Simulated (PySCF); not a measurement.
All numbers come from PySCF, UPBE0, basis W def2-TZVP with ECP60, H def2-TZVP (scalar-relativistic core potentials, no spin–orbit coupling, density fitting).

```xyz
4
charge 0 multiplicity 4, angstrom
W     0.0000    0.0000    0.0078
H     1.6402    0.0000   -0.4773
H    -0.8201    1.4204   -0.4773
H    -0.8201   -1.4204   -0.4773
```

WH3 (quartet), along the line from W1 (at 0) through H2 (at 1.710 Å). Core electrons replaced by a potential are absent, the electrostatic potential uses the reduced nuclear charge, and values within about 0.7 Å of such atoms have no physical meaning.

Tabulate the fields along this line at 0.77, 0.86, 0.94, 1.03, 1.11, 1.20, 1.28, 1.37, 1.45, 1.54, 1.62, 1.80, 1.88, 1.97, 2.05, 2.14, 2.22, 2.31, 2.39, 2.48, 2.57, 2.65, 2.74 Å.


```
distance (Å)  electron density (e/Å³)  spin density (e/Å³)  electron localisation function  electrostatic potential (V)
        0.77                     1.86                0.128                           0.454                         42.7
        0.86                     1.33                0.103                           0.361                         30.6
        0.94                     1.04               0.0798                           0.358                         22.4
        1.03                    0.918                0.058                           0.471                         16.9
        1.11                    0.893                0.037                           0.683                         13.7
        1.20                    0.935               0.0157                           0.874                         12.6
        1.28                     1.03             -0.00685                           0.963                         13.9
        1.37                     1.18              -0.0323                           0.991                         18.7
        1.45                     1.41              -0.0627                           0.998                         29.7
        1.54                     1.73              -0.0993                               1                         55.5
        1.62                     2.18               -0.147                               1                          138
        1.80                     1.97               -0.154                               1                          138
        1.88                     1.37               -0.112                               1                         55.1
        1.97                    0.952              -0.0827                               1                         28.7
        2.05                    0.657              -0.0604                               1                         16.6
        2.14                    0.457              -0.0445                               1                         9.96
        2.22                    0.321               -0.033                               1                         6.09
        2.31                    0.226              -0.0245                               1                         3.71
        2.39                     0.16              -0.0182                           0.999                         2.21
        2.48                    0.114              -0.0136                           0.999                         1.25
        2.57                   0.0825              -0.0102                           0.999                        0.633
        2.65                     0.06             -0.00764                           0.999                        0.236
        2.74                   0.0439             -0.00573                           0.998                      -0.0186
```

On a grid of 0.09 Å the density has a local minimum along the bond near 1.11 Å from W, at 0.89 e/Å³, where the ELF is 0.68.

With open d or f shells other occupations or spin states may lie lower. With an element this heavy the missing spin–orbit coupling can shift these numbers.
